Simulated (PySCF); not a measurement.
## Nuclear quadrupole coupling in `CO[C@@H](C(C)=O)[Si@H](N)O[SiH3]`

Compound: C4H13NO3Si2.
Atom-mapped SMILES: `[CH3:1][O:2][C@@H:3]([C:4]([CH3:5])=[O:6])[Si@H:7]([NH2:8])[O:9][SiH3:10]` (hydrogens: H11, H12, H13 on C1; H14 on C3; H15, H16, H17 on C5; H18 on Si7; H19, H20 on N8; H21, H22, H23 on Si10)

Geometry (GFN2-xTB, Å), atoms numbered from 1 in this order:
```xyz
23
C4H13NO3Si2 angstrom
C     -0.1009    2.4007   -0.2210
O     -1.0891    1.4052   -0.2524
C     -0.7885    0.2781    0.5538
C     -2.0029   -0.5509    0.7881
C     -3.1710   -0.2549   -0.1048
O     -2.0103   -1.4505    1.6061
Si     0.4607   -0.9377   -0.2759
N      0.7550   -2.1175    0.9250
O      1.8469   -0.1786   -0.6263
Si     3.4619   -0.0524   -0.7045
H     -0.4643    3.2098   -0.8530
H      0.8557    2.0364   -0.6050
H      0.0487    2.7777    0.7992
H     -0.3837    0.5958    1.5232
H     -3.4793    0.7772    0.0453
H     -3.9937   -0.9326    0.1071
H     -2.8553   -0.3502   -1.1408
H     -0.0689   -1.3123   -1.5905
H     -0.0313   -2.4040    1.4913
H      1.3837   -2.8848    0.7560
H      3.9602    0.2496    0.6352
H      3.6745    1.0459   -1.6443
H      3.9873   -1.3230   -1.2017
```

Field gradients from the PBE0/pcSseg-1 density (PySCF, non-relativistic), principal values in atomic units, ordered |Vxx| ≤ |Vyy| ≤ |Vzz|:

```csv
atom,Vxx,Vyy,Vzz
O2,0.0284,2.0384,-2.0668
O6,0.6586,1.2473,-1.9060
N8,0.2850,0.5742,-0.8593
O9,-0.4241,-0.6644,1.0885
```

**Question.** Find the asymmetry η = (Vxx − Vyy)/Vzz and the couplings χ = eQV/h (234.96 MHz × Q in barn × V in au), with Q(17O) = −0.0256 b, Q(14N) = 0.02044 b.

**Answer.** 
```csv
atom,environment,nucleus,η,χzz (MHz),χxx (MHz),χyy (MHz)
O2,ether oxygen,17O,0.97,12.43,-0.17,-12.26
O6,ketone oxygen,17O,0.31,11.46,-3.96,-7.50
N8,silicon-bound nitrogen,14N,0.34,-4.127,1.369,2.758
O9,siloxane oxygen,17O,0.22,-6.55,2.55,4.00
```

At O2 η is above 0.9: Vyy and Vzz are nearly equal in size and opposite in sign, so a small change could swap them and flip the sign of χzz. The tensor is traceless: Vxx + Vyy + Vzz = 0.

**Question.** What is Vzz at N8 in SI units (1 au = 9.71736 × 10²¹ V/m²)?

**Answer.** -0.8593 au = -8.350 × 10²¹ V/m².

**Question.** And the gradient at the other heavy atoms, for which no coupling is worked out here?

**Answer.** 
```
atom                       environment  Vzz (au)     η
  C1                    methoxy carbon     0.400  0.10
  C3        sp3 carbon bound to oxygen     0.375  0.35
  C4            ketone carbonyl carbon     0.581  0.03
  C5  methyl carbon next to a carbonyl    -0.071  0.92
 Si7              oxygen-bound silicon    -0.387  0.89
Si10              oxygen-bound silicon     0.591  0.06
```

Were the hydrogens deuterons (Q(2H) = 0.00286 b), χzz would run from 106 kHz (H18) to 291 kHz (H20).

Geometry: GFN2-xTB, one conformer, isolated molecule. GFN2-xTB bond lengths can be off by several hundredths of an ångström, more for odd bonds, and the gradients follow them. The small basis limits the accuracy of the gradients.

These values come from a run that also computed NMR shieldings. Hardware: Arm Neoverse N1, one thread (shared host). Cost: 2.5 min wall (grids of density and orbitals included), 1.1 GiB resident at most.
